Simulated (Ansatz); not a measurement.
Kohn–Sham single points on C₄H₁₀Si, SMILES `[SiH3]C1CCC1`.

```yaml
crystal:
  periodic: [false, false, false]
  atoms:
    - {symbol: Si, position_ang: [-1.575118, 0.775927, 0.791186]}
    - {symbol: C, position_ang: [0.194431, 0.720433, 0.182330]}
    - {symbol: C, position_ang: [1.004239, -0.500865, 0.692952]}
    - {symbol: C, position_ang: [0.727897, -1.203359, -0.648565]}
    - {symbol: C, position_ang: [0.354410, 0.160779, -1.256160]}
    - {symbol: H, position_ang: [-1.622420, 1.077293, 2.248820]}
    - {symbol: H, position_ang: [-2.351134, 1.817777, 0.063115]}
    - {symbol: H, position_ang: [-2.236662, -0.540108, 0.565916]}
    - {symbol: H, position_ang: [0.653528, 1.697053, 0.360758]}
    - {symbol: H, position_ang: [2.061644, -0.254331, 0.814252]}
    - {symbol: H, position_ang: [0.665642, -1.001980, 1.603066]}
    - {symbol: H, position_ang: [1.550016, -1.752584, -1.109052]}
    - {symbol: H, position_ang: [-0.137772, -1.865214, -0.584628]}
    - {symbol: H, position_ang: [1.199683, 0.623273, -1.771165]}
    - {symbol: H, position_ang: [-0.510185, 0.195207, -1.923523]}
basis:
  gaussian: {orbitals: def2-TZVPP}
hamiltonian: {xc: {name: B2PLYP}}
```

```sh
$ ansatz run in.yaml --threads 4 --pin off --events-out ev --progress --plain
```

Output, abridged:

```
Functional definition: B2PLYP
1759 factors; integrals over basis functions are off by at most 1.0e-3 eV
mean field evaluation 1: about -12168.1665 eV, gradient 5.3e1 eV
mean field evaluation 2: about -12168.3165 eV, gradient 5.3e1 eV
mean field evaluation 4: about -12174.9043 eV, gradient 3.9e0 eV
mean field evaluation 8: about -12174.9441 eV, gradient 4.1e-1 eV
mean field evaluation 16: about -12174.9445 eV, gradient 4.4e-5 eV
mean field -12174.94450282 eV, -447.4209580049 hartree, gradient 3.1e-6 eV, S^2 0.000000; 0 other end points of the search recorded, 0 dependent functions left out
9 core orbitals not correlated: weight in the atoms' cores, before any rotation towards them, 1.000 or more for the frozen orbitals, at most 0.000 for the correlated occupied ones
reference -12174.94470077 eV, -447.4209652795 hartree; 15, 15 occupied and 282, 282 virtual orbitals, 1759 factors
second order -26.93080750 eV of doubles, -0.00000000 eV of singles
Total energy: -12182.21601880 eV, -447.6881812883 hartree
```

Run time 9.5 s (4 threads of a server CPU on a shared host); peak host memory 1 GiB.

With the line `hamiltonian: {xc: {name: BLYP}, dispersion: d4}` (abridged; 3.2 s):

```
Functional definition: BLYP
mean field evaluation 16: about -12186.8489 eV, gradient 4.3e-4 eV
mean field -12186.84888181 eV, -447.8584358636 hartree, gradient 6.3e-5 eV, S^2 0.000000
Total energy: -12187.59083288 eV, -447.8857020624 hartree
```

Changing it to `hamiltonian: {xc: {name: PBE-QIDH}}` (abridged; 10 s):

```
Functional definition: PBE-QIDH
mean field evaluation 16: about -12169.9162 eV, gradient 3.7e-5 eV
mean field -12169.91620186 eV, -447.2361713528 hartree, gradient 2.5e-6 eV, S^2 0.000000
9 core orbitals not correlated: weight in the atoms' cores, before any rotation towards them, 1.000 or more for the frozen orbitals, at most 0.000 for the correlated occupied ones
second order -25.04897931 eV of doubles, -0.00000000 eV of singles
Total energy: -12178.26587630 eV, -447.5430162290 hartree
```

With the line `hamiltonian: {xc: {name: CAM-B3LYP}, dispersion: d4}` (abridged; 5.5 s):

```
Functional definition: CAM-B3LYP
mean field evaluation 16: about -12187.3196 eV, gradient 3.4e-5 eV
mean field -12187.31959910 eV, -447.8757344051 hartree, gradient 3.4e-5 eV, S^2 0.000000
Total energy: -12187.60209097 eV, -447.8861157897 hartree
```

With the line `hamiltonian: {xc: lda}` (abridged; 2.4 s):

```
Functional definition: SPW92
mean field evaluation 16: about -12116.9937 eV, gradient 5.4e-4 eV
mean field -12116.99368662 eV, -445.2913047899 hartree, gradient 3.3e-5 eV, S^2 0.000000
Total energy: -12116.99373290 eV, -445.2913064906 hartree
```

Changing it to `hamiltonian: {xc: {name: r2SCAN0}, dispersion: d4}` (abridged; 8 s):

```
Functional definition: r2SCAN0
mean field evaluation 16: about -12185.8914 eV, gradient 1.2e-4 eV
mean field -12185.89144339 eV, -447.8232506508 hartree, gradient 1.4e-5 eV, S^2 0.000000
Total energy: -12185.98893955 eV, -447.8268335684 hartree
```
